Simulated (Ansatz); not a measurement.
Reaction (ligand exchange at the In–N bond): `O=C=[N][In]([Cl])[Cl]` + H₂Se → `[Cl][In]([Cl])[SeH]` + `N=C=O`

Gas-phase electronic energies from Ansatz, PBE0-D4/def2-TZVP geometries. CCSD(T)/CBS is the MP2 limit (def2-TZVPP, def2-QZVPP) plus CCSD(T) − MP2 in def2-TZVPP, frozen cores. This one scheme is used for every species. Functionals use def2-TZVPP. HSE06 is defined as in plane-wave codes. def2 core potentials past Kr. For In, Se outer-core shells are correlated without core-valence functions, which leaves a few kJ/mol of doubt a bond. Scalar relativity is left out up to krypton. Each species was taken in one conformer, which may not be the lowest.

| level | ΔE (kJ/mol) |
| --- | --- |
| LDA (SPW92) | -75.7 |
| PBE-D4 | -72.3 |
| HSE06-D4 | -69.7 |
| BHLYP-D4 | -63.2 |
| PBE | -72.4 |
| r2SCAN0 | -67.3 |
| CCSD/def2-TZVPP | -53.7 |
| CCSD(T)/def2-TZVPP | -54.4 |

Task: What does CCSD(T)/CBS give? (Best estimate.)

Result: The calculation gave: -59.4 kJ/mol. The listed levels differ from it by -16.3, -12.9, -10.3, -3.8, -13.0, -7.9, 5.7, 5.0 kJ/mol.

Largest T1 diagnostic among the species: 0.018.

At CCSD(T), def2-SVP lies +7.5 kJ/mol from the extrapolated value and def2-TZVPP +5.0 kJ/mol. Leaving LDA and LC-ωPBE aside and taking each functional with its dispersion term where it has one, the values, not all of them listed here, spread over 14.6 kJ/mol, from PBE-D4 to ωB97X-V. LDA lies −3.3 kJ/mol from PBE without D4. From BLYP to BHLYP (50 % exact exchange), in def2-TZVPP and without D4, ΔE moves by +6.9 kJ/mol.
